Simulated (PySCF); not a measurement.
This PySCF input asks for the NMR shieldings of `BCB(C)C(C)C`, C5H14B2; the geometry comes from GFN2-xTB.

```python
import basis_set_exchange as bse
import numpy as np
from pyscf import gto, dft
from pyscf.prop import nmr

atoms = """
B    -2.186539    1.348961   -0.658617
C    -1.677546    0.812398    0.719773
B    -0.495073   -0.197495    0.415429
C    -0.799059   -1.735819    0.264437
C     0.984565    0.364470    0.219561
C     1.223609    0.532273   -1.291527
C     2.083872   -0.525220    0.811207
H    -2.905530    0.696446   -1.312831
H    -1.842964    2.394075   -1.058689
H    -1.332630    1.624534    1.357588
H    -2.477785    0.274456    1.227539
H    -0.152756   -2.233661   -0.455744
H    -1.830859   -1.944744   -0.009065
H    -0.622457   -2.230044    1.221156
H     1.094581    1.358424    0.668313
H     1.192172   -0.432609   -1.792963
H     0.457634    1.168505   -1.730083
H     2.197995    0.982147   -1.474829
H     3.066498   -0.092072    0.629769
H     2.061880   -1.515712    0.363291
H     1.951474   -0.632371    1.885813
"""
names = dict.fromkeys(["B", "C", "H"], "pcSseg-1")
basis = {el: gto.basis.parse(bse.get_basis(n, elements=[el], fmt="nwchem")) for el, n in names.items()}
mol = gto.M(atom=atoms, basis=basis, charge=0, verbose=0)
mf = dft.RKS(mol, xc="PBE0")
mf.grids.level = 2
mf.grids.alignment = dft.numint.BLKSIZE   # the property module wants whole blocks of grid points
mf.conv_tol = 1e-9
mf.kernel()

calc = nmr.RKS(mf)   # GIAO
C = mf.mo_coeff
Co = C[:, mf.mo_occ > 0]
resp = mf.gen_response(singlet=True, hermi=2)
def vind(x):   # induced exchange potential for any number of trial vectors
    d = np.einsum("pi,xij,qj->xpq", C, 2 * x.reshape(-1, C.shape[1], Co.shape[1]), Co, optimize=True)
    return np.einsum("xpq,pi,qj->xij", resp(d - d.transpose(0, 2, 1)), C, Co, optimize=True).ravel()
mo1, _ = nmr.rhf.solve_mo1(calc, with_cphf=vind)
sigma = calc.kernel(mo1)
for i, s in enumerate(sigma):   # ppm
    print("%2d %-2s %9.2f" % (i, mol.atom_pure_symbol(i), np.trace(s) / 3))
```

Q: What are the results?

A: 
```
 0 B      14.73
 1 C     126.67
 2 B      12.60
 3 C     174.63
 4 C     154.97
 5 C     174.02
 6 C     167.26
 7 H      23.95
 8 H      23.68
 9 H      28.27
10 H      28.38
11 H      30.77
12 H      30.41
13 H      31.10
14 H      30.03
15 H      31.74
16 H      31.34
17 H      30.78
18 H      30.66
19 H      30.72
20 H      30.66
```

These numbers come from an equivalent density-fitted implementation of the same equations, which agrees with the script to about 0.01 ppm for H and up to a few tenths of a ppm for heavy atoms, so last digits may differ.

Size and cost of the density-fitted run: 189 basis functions, 42 s wall time on 1 thread of an Arm Neoverse V1, shared host; peak memory 0.85 GiB.
